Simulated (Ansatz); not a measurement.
Be5S4⁺. Total charge 1; doublet. Geometry PBE-D4/def2-SVP; atoms count from 1.

```xyz
9

Be    0.8496   -1.6551    1.2526
Be    0.0173    1.2069   -1.6300
Be   -1.8909    1.3640    0.5995
Be   -0.8843   -0.7091    1.9403
Be    1.8977   -0.9878   -1.1079
S    -1.5388    2.1954   -1.0998
S     2.2535   -2.3881    0.1482
S    -2.2796    0.5756    2.3003
S     1.5754    0.3983   -2.4033
```

Another isomer (doublet) lies 2.12 eV lower at PBE0-D4/def2-TZVP; other spin states weren't run for this one.

(1) Estimate the Mulliken populations from the PBE0/def2-TZVP orbitals of Ansatz.

(2) Where does the spin sit?

(3) And the Mayer bond orders between heavy atoms (over 0.3)?

## Answers

(1) 
```csv
atom,charge (e),spin (α − β)
Be1,0.18,0.06
Be2,0.15,-0.04
Be3,0.16,-0.03
Be4,0.18,0.06
Be5,0.16,-0.03
S6,0.06,0.29
S7,0.03,0.20
S8,0.03,0.20
S9,0.06,0.29
```
Mulliken values depend strongly on the basis.

(2) Summed by element: Be 0.01, S 0.99, of 1 unpaired in all. Largest on single atoms: S6 0.29, S9 0.29, S8 0.20.

(3) Be1–Be4 0.81 (2.09 Å); Be1–S7 1.21 (1.93 Å); Be2–S6 1.23 (1.92 Å); Be2–S9 1.23 (1.92 Å); Be3–S6 1.17 (1.92 Å); Be3–S8 1.25 (1.91 Å); Be4–S8 1.21 (1.93 Å); Be5–S7 1.25 (1.91 Å); Be5–S9 1.17 (1.92 Å).
